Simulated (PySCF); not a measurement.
Q: Write Cartesian coordinates for `[CH3][GeH2][C]#[C][AlH2]` as optimised with PBE/def2-SVP.

A: 
```
atom  x, y, z in Å
C1    -2.319    0.893    0.211
Ge2   -1.288   -0.542   -0.647
C3     0.540   -0.452   -0.070
C4     1.719   -0.366    0.314
Al5    3.537   -0.260    0.917
H6    -3.374    0.848   -0.122
H7    -1.897    1.879   -0.061
H8    -2.283    0.779    1.311
H9    -1.310   -0.400   -2.192
H10   -1.836   -1.938   -0.250
H11    4.714   -0.609   -0.102
H12    3.820    0.177    2.426
```

Any rigid rotation of these coordinates is as good. Atoms count from 1 in this order. The 5 heavy atoms lie in one plane (0.004 Å rms). The C–Ge distances run from 1.919 Å (Ge2–C3, drawn single) to 1.965 Å (C1–Ge2, drawn single), a spread of 0.046 Å. Ge2 (germanium bonded to 2 C and 2 H) is tetrahedral (angles from 107.6° to 111.1°). Al5 (aluminium bonded to C and 2 H) is planar (angles 122.2°, 119.1° and 118.7°, sum 360.0°, 0.00 Å off the plane of its three neighbours).

Bonds between heavy atoms (Å): C1–Ge2 1.965, Ge2–C3 1.919, C3≡C4 1.243, C4–Al5 1.918.

Computed with PySCF, PBE/def2-SVP geometry optimisation, gas phase.

Whether it is a minimum is left open (no frequencies).
